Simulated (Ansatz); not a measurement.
Ansatz (an electronic-structure program) input:

Ansatz 0.2 input:
```yaml
crystal:
  periodic: [false, false, false]
  atoms:
    - {symbol: B, position_ang: [-0.14391952, 0.24558541, 0.99692213]}
    - {symbol: H, position_ang: [-1.16444010, 0.80843845, 1.34604754]}
    - {symbol: H, position_ang: [0.81272525, 0.38970229, 1.73463174]}
    - {symbol: C, position_ang: [-0.10267751, -0.68821178, -0.21917708]}
    - {symbol: C, position_ang: [0.26598418, 0.35042240, -0.97574782]}
    - {symbol: H, position_ang: [-0.25342981, -1.70900012, -0.55212619]}
    - {symbol: H, position_ang: [0.34490222, 1.30966859, -0.34361437]}
basis:
  gaussian:
    orbitals: aug-cc-pVQZ
hamiltonian:
  xc: hf
total_charge: -1
```

Predict the final energy.

-102.66175 Eh (HF/aug-cc-pVQZ). The basis has 424 functions.

It need not be the lowest isomer of its formula. Whether it binds its extra electron was not tested at this geometry.
